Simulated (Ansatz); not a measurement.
Computed with Ansatz on PBE0-D4/def2-TZVP structures; ΔE is electronic, products minus reactants. CCSD(T)/CBS is the MP2 limit (def2-TZVPP, def2-QZVPP) plus CCSD(T) − MP2 in def2-TZVPP, frozen cores. Functionals use def2-TZVPP. B3LYP here is the variant with VWN-RPA as its local correlation; programs differ in this. def2 core potentials past Kr. For Ga, In outer-core shells are correlated without core-valence functions, which leaves a few kJ/mol of doubt a bond. Scalar relativity is left out up to krypton. Each species was taken in one conformer, which may not be the lowest.

`[CH3][InH][Cl]` + `CN[SiH2][GaH2]` → `C[NH][In]([CH3])[Cl]` + `[SiH3][GaH2]`  (redistribution)

CCSD(T)/CBS gives +20.6 kJ/mol.

**Question.** Another level gave +25.8 kJ/mol. Which?
A. MP2/def2-TZVPP
B. B3LYP-D4/def2-TZVPP
C. PBE-D4/def2-TZVPP
D. HF/def2-TZVPP

**Answer.** C. PBE-D4 25.8, HF/def2-TZVPP 35.2, MP2/def2-TZVPP 21.1, B3LYP-D4 30.1 kJ/mol.

Largest T1 diagnostic among the species: 0.013.

In def2-TZVPP, CCSD(T) changes the Hartree–Fock value by −13.2 kJ/mol (the triples alone add −2.8 kJ/mol) and MP2 by −14.2 kJ/mol. From PBE to PBE0 (25 % exact exchange), in def2-TZVPP and without D4, ΔE moves by +4.8 kJ/mol.
